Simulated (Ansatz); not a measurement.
Molecule (SMILES): O=[SiH] (O-SiH), doublet.
Atoms: Si1, O2, H3. Bonds: Si1-O2, Si1-H3.

Basis-set convergence of the lowest harmonic wavenumber at MP2 with Ansatz (a first-principles code). Each level at its own minimum, finite differences of forces, unscaled; the reference is a large set that could be run, not a limit. Cartesian d functions, on some or all atoms, in 6-311G**, 6-311+G**; all else is spherical. Cores are frozen. Open shells are unrestricted. No added dispersion term, no relativity. Reference: the value in def2-QZVPP, 723 cm⁻¹, itself unsure by roughly 1 cm⁻¹ (its mean distance from cc-pV(Q+d)Z, aug-cc-pV(T+d)Z, def2-TZVPPD). Deviations are taken from unrounded values.

| basis | functions | lowest harmonic wavenumber (cm⁻¹) |
|---|---|---|
| cc-pV(D+d)Z | 42 | 771 |
| aug-cc-pV(D+d)Z | 64 | 741 |
| 6-311G** | 51 | 812 |
| 6-311+G** | 59 | 762 |
| cc-pV(T+d)Z | 83 | 725 |
| aug-cc-pV(T+d)Z | 124 | 720 |
| def2-TZVPP | 87 | 727 |
| def2-TZVPPD | 105 | 723 |

What the diffuse functions change, pair by pair:
- cc-pV(D+d)Z to aug-cc-pV(D+d)Z: 22 more functions, deviation 49 to 18 cm⁻¹
- 6-311G** to 6-311+G**: 8 more functions, deviation 90 to 39 cm⁻¹
- cc-pV(T+d)Z to aug-cc-pV(T+d)Z: 41 more functions, deviation 2 to -3 cm⁻¹
- def2-TZVPP to def2-TZVPPD: 18 more functions, deviation 4 to 0 cm⁻¹

They bring the value nearer the reference by more than 1 cm⁻¹ in 3 of 4 pairs.
